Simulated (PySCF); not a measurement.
Worked example: oscillator strength and radiative lifetime

DMAc (C4H9NO), SMILES CN(C)C(=O)C.

Coordinates come from a B3LYP-D3(BJ)/def2-SVP optimisation.

TDDFT-ωB97X/def2-SVPD (PySCF) puts the first singlet state with f over 0.02 at 6.97 eV (vertical), with the transition dipole (0.000, 0.000, 0.418) in atomic units.

Task: Find the oscillator strength, the wavelength and the radiative lifetime that this transition would have in vacuum if emission retraced absorption.

Result: 
|μ|² = 0.1747 au, so |μ| = 1.06 D. ΔE = 6.97/27.211 = 0.2561 hartree. f = (2/3) ΔE |μ|² = 0.030 (the program prints 0.030).
λ = 1239.84/6.97 = 178 nm; ν = 56217 cm⁻¹.
Einstein's coefficient A = 0.6670 ν² f s⁻¹ (ν in cm⁻¹) = 6.3e7 s⁻¹, so τ = 1/A = 16 ns. This state is S2; the lower singlet has f = 0.001. The figure is the radiative limit of this one transition; relaxation, internal conversion, crossing to triplets and a medium change what is measured.
